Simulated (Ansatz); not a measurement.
System: CH₃Si, charge 0, multiplicity 2. It need not be the lowest isomer of its formula. 
Structure (B3LYP-D3(BJ)/def2-TZVP (Ansatz, a program for electronic structure) minimum search):
```xyz
5

C     -1.1588    -0.2310    -0.0465
Si     0.4752     0.0947     0.0191
H     -2.2080    -0.4401    -0.0887
H      1.4943    -0.9666     0.1040
H      1.0136     1.4665    -0.0033
```
Charge 0, spin multiplicity 2.

Basis-set convergence of Hartree-Fock and CCSD correlation energies (hartree) with Ansatz. Cores are frozen in the correlated levels unless marked. Open shells are spin-unrestricted. No spin-orbit coupling. Non-relativistic.

The UHF reference is spin-contaminated (<S^2> 0.39 over the pure value in the largest basis). The T1 diagnostic of CCSD in the largest basis is 0.059, which is high, so the coupled-cluster rows are less sure than usual.

```csv
basis,functions,E(HF),"E(corr, CCSD)"
cc-pV(D+d)Z,52,-328.43279,-0.23594
cc-pV(T+d)Z,111,-328.45500,-0.28048
cc-pV(Q+d)Z,209,-328.46117,-0.29436
```

Extrapolating the two largest sets (X = 3 and 4) as X^-3: E(corr) = (64·(-0.29436) - 27·(-0.28048))/37 = -0.3045 Eh, an estimate of the basis-set limit. The largest set recovers 96.7 % of it, the smallest 77.5 %.
